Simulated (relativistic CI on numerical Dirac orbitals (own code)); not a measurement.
## Sensitivity of the levels of Pb XLII to α and to the nuclear radius

Method of calculation: Dirac-Coulomb-Breit CI, KLI orbitals optimised for each configuration, derivatives by finite differences, unscaled Slater integrals, QED left out (own radial code, finite nucleus).

Configurations in the expansion (outside the closed core [Ar] 3d10): 4s2 4p6 4d5, 4s2 4p6 4d4 4f, 4s2 4p4 4d7, 4s 4p6 4d6, 4p6 4d7, 4s2 4p6 4d4 5s, 4s2 4p6 4d3 5s2, 4p6 4d5 5s2. Levels of other configurations are missing.

With x = (α/α₀)² − 1 an excitation energy changes as ω = ω₀ + qx; K = 2q/ω₀ is the relative enhancement. Terms are leading LS components, so labels can repeat. The field-shift factor is F = δν/δ⟨r²⟩ for the transition from the lowest level.

Lowest level 4s2 4p6 4d5 4P_5/2.

```tsv
Level	ω₀ (cm⁻¹)	q (cm⁻¹)	K	F (GHz/fm²)
4s2 4p6 4d5 6S_5/2	201364	251200	2.5	10.9
4s2 4p6 4d5 4G_7/2	248223	246500	1.99	10.8
4s2 4p6 4d5 4D_3/2	250782	249300	1.99	10.1
4s2 4p6 4d5 2H_11/2	260049	245100	1.88	11.7
4s2 4p6 4d5 2G_9/2	276111	249900	1.81	11.3
4s2 4p6 4d5 2D_5/2	286128	255300	1.78	10.9
4s2 4p6 4d5 4P_1/2	295627	266500	1.8	10.4
4s2 4p6 4d5 2F_7/2	303914	250000	1.65	10.3
4s2 4p6 4d5 2D_3/2	360802	270400	1.5	12.4
4s2 4p6 4d5 6S_5/2	443131	493900	2.23	20.5
4s2 4p6 4d5 4D_7/2	477972	500300	2.09	20.8
4s2 4p6 4d5 2I_11/2	486832	497200	2.04	22.1
4s2 4p6 4d5 4G_9/2	490939	497500	2.03	21.2
4s2 4p6 4d5 4D_1/2	500410	504900	2.02	20.5
4s2 4p6 4d5 4P_3/2	505426	504100	1.99	21.1
4s2 4p6 4d5 2I_13/2	511318	496400	1.94	22.7
4s2 4p6 4d5 2F_5/2	513144	500800	1.95	20.7
4s2 4p6 4d5 2H_9/2	536008	500700	1.87	22.1
4s2 4p6 4d5 2G_7/2	545645	500300	1.83	20.9
4s2 4p6 4d5 4F_5/2	547108	502000	1.84	21.8
4s2 4p6 4d5 2D_3/2	551403	495400	1.8	18.9
4s2 4p6 4d5 4P_1/2	570479	501900	1.76	20.4
4s2 4p6 4d5 2G_7/2	575350	502800	1.75	22
```

At this charge energies of transitions that change n are usually good to better than 1 %, and those within a shell (Δn = 0) to a few per cent.
